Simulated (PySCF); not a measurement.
A GIAO shielding run with PySCF 2.14.0 with density-fitted response routines (density fitting, scalar relativity only through the core potential, gas phase) on [WO4]2-, [O₄W]2-:

```
{"job": {"kind": "nmr", "xc": "PBE0", "basis": {"default": "pcSseg-1", "W": "def2-TZVP"}}, "charge": -2, "multiplicity": 1}
W     -0.000310    -0.000069    -0.000146
O      0.016929    -0.014257     1.791541
O      1.683291     0.009721    -0.612598
O     -0.853954     1.465934    -0.577756
O     -0.845957    -1.461329    -0.601052
```

Hardware: 1 thread of an Arm Neoverse V2, shared host. The job also computes population analyses, field gradients.

(1) How large is the calculation?

(2) How long does it take?

(3) And these other runs on the same molecule and hardware: GIAO shielding at KT2/pcSseg-1 (def2-TZVP on W)?

Results:

(1) 48 electrons, 108 basis functions and 583 auxiliary functions.

(2) 4.8 s of wall time, with 12 SCF cycles and 5 response iterations. Times on a shared host scatter by some tens of per cent.

(3) KT2/pcSseg-1 (def2-TZVP on W): 108 functions, 7.6 s.
